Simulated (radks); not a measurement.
Question: Species: As I. Configuration: [Ar] 3d10 4s2 4p3. Method: scalar-relativistic Kohn-Sham, LDA (Slater exchange, Perdew-Wang correlation), spin-unpolarised, spherical densities, point nucleus; hard spherical wall at 4 bohr; computed with a radial shooting solver on a logarithmic mesh with Libxc functionals. Some entries of the table are withheld. Estimate them.

orbital  occ.  eigenvalue (eV)  <r> (bohr)  r(max) (bohr)
1s          2              (1)     0.04556        0.02978
2s          2        -1477.975      0.2031         0.1703
2p          6        -1296.572      0.1774         0.1363
3s          2        -183.2646      0.5997         0.5222
3p          6              (2)         (3)            (4)
3d         10         -34.7652      0.6826         0.4754
4s          2          -9.8095       1.838          1.624
4p          3              (5)       2.051          1.911
4d          0          16.1235       2.353          2.440
5s          0          25.6808       2.403          2.959
5p          0          35.0844       2.337          3.054

Answer: 
(1) 1s eigenvalue (eV): -11692.09
(2) 3p eigenvalue (eV): -127.1928
(3) 3p <r> (bohr): 0.6185
(4) 3p r(max) (bohr): 0.5210
(5) 4p eigenvalue (eV): 0.6424
